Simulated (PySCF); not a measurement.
**Radial density of Ir⁺ (iridium, charge +1)**

UHF, [Xe] 4f14 5d6 6s2, high-spin 5D determinant (an excited configuration). Calculation: PySCF 2.14, in aug-cc-pVTZ-PP with one added diffuse shell each of s, p, d, f, g type with ECP60MDF (7s7p6d4f3g, 113 functions); scalar relativity through the core potential. This is the valence pseudo-density: the core potential removes the inner electrons and smooths the orbitals near the nucleus.

| r (bohr) | 4πr²ρ (e/bohr) | 4πr²(ρα − ρβ) |
| --- | --- | --- |
| 0.134 | 3.219e-05 | 0.0000 |
| 0.225 | 0.001166 | 0.0002 |
| 0.379 | 0.1112 | 0.0096 |
| 0.638 | 4.866 | 0.3927 |
| 1.07 | 13.71 | 2.8019 |
| 1.80 | 5.097 | 2.1600 |
| 3.04 | 1.099 | 0.2056 |
| 5.11 | 0.07506 | -0.0159 |
| 8.59 | 0.0002173 | -0.0001 |

Energies and moments cover only the electrons outside the core potential. Spin-orbit coupling, absent here, splits the open shell strongly.

(1) Where is the radial spin density 4πr²(ρα − ρβ) most negative, and why is it negative at all?

Results:

(1) Around r = 5.11 bohr, down to -0.0159 e/bohr: exchange with the open shell polarises the paired shells in an unrestricted calculation.
